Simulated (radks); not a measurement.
Spherical quantum dot in the effective-mass picture: electrons in a parabolic well V = omega^2 r^2 / 2 with omega = 0.13, all in effective atomic units (hartree* = m*/eps^2 hartree, bohr* = eps/m* bohr), one dielectric constant everywhere. Method: non-relativistic Kohn-Sham, LDA (Slater exchange, Perdew-Wang correlation), spin-polarised, spherical densities; computed with a radial shooting solver with Libxc functionals. Levels are named by radial order and angular momentum (1s, 1p, 1d, 2s, ...), and open shells are averaged over m. Results are scaled to m* = 0.032 and eps = 4.6, for which hartree* = 41.15 meV and bohr* = 7.607 nm.

N = 4, configuration 1s2 1p(up 2, down 0). This is the lowest configuration that the search found. Occupied and some empty levels:

| level | occupation | eigenvalue (meV) | <r> (nm) |
|---|---|---|---|
| 1s up | 1 | 34.281 | 32.66 |
| 1s down | 1 | 35.253 | 32.49 |
| 1p up | 2 | 37.174 | 39.26 |
| 1p down | 0 | 38.173 | 39.70 |
| 1d up | 0 | 40.708 | 44.43 |
| 1d down | 0 | 41.628 | 45.11 |
| 2s up | 0 | 42.115 | 39.01 |
| 2s down | 0 | 42.734 | 39.42 |
| 1f up | 0 | 44.670 | 48.91 |
| 1f down | 0 | 45.470 | 49.67 |

Energy (meV): total 88.2650, kinetic 13.681, external 34.662, Hartree 62.444, exchange-correlation -22.522.

Electron density:

| r (nm) | n(r) (e/nm^3) |
|---|---|
| 1.52 | 0.00001124 |
| 7.24 | 0.00001151 |
| 13.0 | 0.00001194 |
| 18.7 | 0.00001214 |
| 24.4 | 0.00001164 |
| 30.1 | 0.00001015 |
| 35.9 | 7.816e-06 |
| 41.6 | 5.196e-06 |
| 47.3 | 2.930e-06 |
| 53.0 | 1.391e-06 |
| 58.8 | 5.528e-07 |
| 64.5 | 1.846e-07 |
| 70.2 | 5.201e-08 |
| 75.9 | 1.238e-08 |
